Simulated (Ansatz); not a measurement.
C$_{2}$H$_{7}$ClSSi, SMILES `CCS[SiH2]Cl` from Hartree–Fock to CCSD(T)

```xyz
12

C     1.000   -1.058   -0.813
C     0.803    0.441   -0.755
S    -0.948    0.966   -0.830
Si   -1.591    0.534    1.130
Cl   -0.509    1.579    2.539
H     2.068   -1.296   -0.820
H     0.549   -1.478   -1.714
H     0.553   -1.555    0.050
H     1.261    0.930   -1.617
H     1.254    0.877    0.138
H    -1.431   -0.892    1.496
H    -3.008    0.953    1.196
```

The species carries charge 0 and has multiplicity 1. Geometry: relaxed with PBE0-D4/def2-TZVP. It is one conformer, not always the lowest. Frozen core, restricted reference, the Gaussian-basis code of Ansatz. CBS rows extrapolate triple and quadruple zeta; past MP2 they add the triple-zeta difference.

```csv
basis,HF (Eh),MP2 corr.,CCSD corr.,(T),CCSD(T) total
def2-TZVPP,-1225.92165,-0.84199,-0.90904,-0.03872,-1226.86941
def2-QZVPP,?,-0.90992,–,–,–
CBS(def2),?,?,?,as TZ,?
```

(1) Fill in the withheld values. (Best estimate.)

Answers

(1) Ansatz gave: def2-QZVPP HF (Eh): -1225.95850; CBS(def2) HF (Eh): -1225.96358; CBS(def2) MP2 corr.: -0.96023; CBS(def2) CCSD corr.: -1.02728; CBS(def2) CCSD(T) total: -1227.02958.
